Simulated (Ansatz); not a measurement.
```xyz
9

O    -0.0366   -1.3701    1.9998
C    -0.5398   -0.5841    1.2527
O    -1.7167    0.0162    1.4906
In    0.3260    0.0643   -0.6396
O     1.7283    1.4405   -0.8960
O    -0.1253   -0.7505   -2.3775
H    -2.0512   -0.3169    2.3425
H     2.0186    1.8651   -0.0857
H     0.3966   -0.3647   -3.0867
```

The species carries charge 0 and has multiplicity 1. In: def2 effective core potential.

(1) List the ωB97M-V/def2-TZVPP orbital energies in eV (Ansatz). (Estimate.)

Results:

(1) Computed: Occupied: -528.00, -526.58, -525.70, -525.61, -285.62, -131.71, -88.21, -87.89, -87.88, -34.34, -31.98, -29.78, -29.71, -24.69, -24.54, -24.53, -24.41, -24.18, -20.90, -17.03, -16.76, -15.86, -15.80, -15.12, -13.74, -12.46, -12.38, -11.51, -11.42, -10.99, -10.15. Lowest empty: 0.33, 0.50, 0.91, 1.86, 2.13, 2.68, 2.91, 3.95.
